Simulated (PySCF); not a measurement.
Geometry:
```csv
atom,x (Å),y (Å),z (Å)
F1,-2.117,0.703,-0.909
C2,-1.654,0.811,0.367
O3,-0.275,0.746,0.393
C4,0.256,-0.507,0.182
F5,0.151,-1.256,1.327
C6,1.723,-0.371,-0.149
F7,1.870,0.204,-1.375
H8,-1.932,1.796,0.769
H9,-2.104,-0.001,0.964
H10,-0.289,-1.039,-0.618
H11,2.201,0.256,0.622
H12,2.185,-1.371,-0.146
```

Geometry: PBE0-D3(BJ)/def2-SVP; GIAO shifts from PySCF 2.14.0 with density-fitted response routines, gas phase, non-relativistic, averaged over equivalent atoms.

At wB97X-D/pcSseg-1 (144 basis functions, 12 s wall time on 1 thread of an Arm Neoverse V2, shared host):
```csv
atoms,δ (ppm)
F5,-168.4
F1,-175.2
F7,-249.2
C4,105.2
C2,100.0
C6,82.5
O3,133.0
H10,5.55
H9,5.47
H8,5.29
H12,4.37
H11,4.37
```

Scale: $^{19}$F (187.16 ppm) vs CFCl3; TMS for $^{13}$C (184.54 ppm) and $^{1}$H (31.38 ppm); $^{17}$O (333.19 ppm) vs H2O (reference shieldings calculated alike).

Task: Predict the values at PBE0/IGLO-III on the same geometry.

Result: 
| atoms | δ at PBE0/IGLO-III | change |
| --- | --- | --- |
| F5 | -171.5 | -3.1 |
| F1 | -182.3 | -7.1 |
| F7 | -259.8 | -10.6 |
| C4 | 107.7 | +2.5 |
| C2 | 101.8 | +1.8 |
| C6 | 83.6 | +1.1 |
| O3 | 139.1 | +6.1 |
| H10 | 5.80 | +0.25 |
| H9 | 5.59 | +0.12 |
| H8 | 5.27 | -0.02 |
| H12 | 4.37 | +0.00 |
| H11 | 4.22 | -0.15 |

Scale: CFCl3 for $^{19}$F (174.63 ppm); $^{13}$C (183.78 ppm), $^{1}$H (31.37 ppm) against TMS; $^{17}$O (327.19 ppm) vs H2O (reference shieldings calculated alike).

The largest change is at F7 (fluorine on an sp3 carbon). Cost: 295 basis functions, 31 s wall time on 1 thread of an Arm Neoverse V2, shared host. The order of the carbon signals is the same at both levels.

Unscaled 19F shifts against computed CFCl3 carry errors that often reach 10 to 50 ppm. Experimental scales use liquid or dissolved standards, which lie at an offset from isolated H2O (liquid H2O: subtract about 36 ppm).
